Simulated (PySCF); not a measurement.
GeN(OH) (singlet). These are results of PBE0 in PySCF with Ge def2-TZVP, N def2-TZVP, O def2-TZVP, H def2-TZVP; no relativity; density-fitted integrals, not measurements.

Harmonic bands of its minimum:

| ω (cm⁻¹) | IR (km/mol) |
| --- | --- |
| 120 | 7.4 |
| 137 | 0.3 |
| 709 | 89.4 |
| 889 | 70.2 |
| 1054 | 11.6 |
| 3841 | 145 |

Q: The central atom is Ge. Infer the point group and assign the bands.

A: Cs. The modes span 5a' + a'': 120 a', 137 a'', 709 a', 889 a', 1054 a', 3841 a'. The computed geometry has Ge–N 1.636 Å, Ge–O 1.748 Å, O–H 0.964 Å; Ge–O–H 113.0°, N–Ge–O 175.5°.

Other isomers or separated fragments may lie lower.
